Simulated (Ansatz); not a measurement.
Reaction (ligand exchange at a B–N bond): `NB[SiH2][SiH3]` + HCl → `[SiH3][SiH2]BCl` + NH₃

Calculated with Ansatz (gas phase, PBE0-D4/def2-TZVP geometries, no zero-point term in ΔE). CBS: MP2 limit from def2 TZ/QZ plus the TZ coupled-cluster correction, frozen cores. This one scheme is used for every species. DFT in def2-TZVPP. One conformer a species, not always the lowest.

`NB[SiH2][SiH3]`:

Cartesian coordinates in Å:
```
N 1.110 1.657 -1.377
B 0.356 1.419 -0.239
Si -0.985 -0.082 -0.170
Si -0.217 -1.793 1.234
H 1.016 1.128 -2.229
H 1.806 2.383 -1.433
H 0.552 2.118 0.716
H -1.233 -0.682 -1.518
H -2.300 0.378 0.363
H 0.035 -1.269 2.605
H -1.202 -2.905 1.335
H 1.061 -2.353 0.714
```

HCl:

Z-matrix (Å, degrees):
```
Cl
H 1 1.279
```

`[SiH3][SiH2]BCl`:

Z-matrix (Å, degrees):
```
Si
Si 1 2.348
H 1 1.488 2 110.1
H 1 1.487 2 110.6 3 -120.2
H 1 1.487 2 109.7 3 119.5
B 2 2.005 1 105.8 3 -58.7
H 2 1.489 1 108.6 3 -179.5
H 2 1.490 1 108.4 3 61.7
Cl 6 1.741 2 120.0 1 -88.2
H 6 1.194 2 123.7 1 87.5
```

NH₃:

Z-matrix (Å, degrees):
```
N
H 1 1.013
H 1 1.013 2 107.1
H 1 1.013 2 107.1 3 -114.5
```

```csv
species,PBE energy (Eh)
`NB[SiH2][SiH3]`,-663.04978
HCl,-460.62738
`[SiH3][SiH2]BCl`,-1067.14724
NH₃,-56.51059
```

Problem. Work out ΔE.

Solution. ΔE = (-1067.14724) + (-56.51059) − (-663.04978) − (-460.62738) = 0.01933 Eh = +0.53 eV. CCSD(T)/CBS gives +0.50 eV.

Largest T1 diagnostic among the species: 0.014.
